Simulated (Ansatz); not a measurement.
**Which method gave which barrier?**

Saddle point of AlH2BrF2, closed shell (AlHF₂ ([F][AlH][F]) + HBr → AlBrF₂ ([F][Al]([F])[Br]) + H₂; bonds formed: H2–H5; dative contacts that become bonds: Al1–Br6; bonds broken: Al1–H2, H5–Br6), PBE0-D4/def2-TZVP structure:

Al1  (-0.380, 0.473, 0.178)
H2  (0.427, 0.458, -1.239)
F3  (0.228, 1.452, 1.343)
F4  (-1.983, 0.143, 0.097)
H5  (0.870, -0.742, -0.765)
Br6  (0.839, -1.784, 0.385)
(Å)

Ansatz 0.2.0; basis: def2-TZVPP, with def2-QZVPP for the basis limit; cores frozen in the correlated methods. Filled d shells of the heavier atoms are correlated. The def2 sets are not built for correlating such inner shells, so the correlated values are less sure here. Extrapolation: Hartree–Fock as exp(−7.88 √X), correlation as X^−2.97. Four methods, as single points on the PBE0-D4 structures, gave these electronic barriers from the start structure: 24.0, 31.2, 49.0, 73.3 kJ/mol.

(1) The methods were, in alphabetical order, BHLYP-D4, BLYP-D4, HF, r2SCAN-D4. Which gave which? (Judge from chemistry; the calculation decides.)

T1 diagnostic: at most 0.011.

Answers

(1) By the calculation: r2SCAN-D4 24.0; BLYP-D4 31.2; BHLYP-D4 49.0; HF 73.3 kJ/mol. For comparison, CCSD(T) at an estimated basis limit (MP2 extrapolated from triple and quadruple zeta, plus CCSD(T) − MP2 in triple zeta) gives 43.9 kJ/mol.

Labels in which every atom is bracketed show which atoms are joined, not bond orders.

For scale, one of the runs: CCSD(T)/def2-TZVPP, 180 basis functions (an equivalent command: `ansatz run in.yaml --threads 4`). Time: 46 s of wall clock on 4 CPU threads; the host was shared. Peak host memory: 1.8 GiB.
